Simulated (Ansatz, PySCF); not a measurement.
Caution: the highest occupied level lies above zero, so the state may not be bound. This singlet lies 1.12 eV below the relaxed triplet at the level frozen-core CCSD(T)/aug-cc-pVDZ // PBE0-D3(BJ)/def2-TZVPD (Ansatz, a first-principles code).

Cartesian coordinates (Å):
SMILES: [B-](N)S
```xyz
6

N     -0.9040    -0.0084    -0.0296
B      0.0813    -0.9518     0.3489
S      1.7755    -0.4916    -0.1760
H     -0.6985     0.8509    -0.5469
H     -1.8751    -0.1250     0.1882
H      1.6209     0.7258    -0.8393
```
Charge -1, spin multiplicity 1.

Question: What total energy and HOMO does PBE0-D3(BJ)/def2-TZVPD run with PySCF give?

Answer: 
- total energy = -479.4216 Ha
- HOMO = 0.67 eV
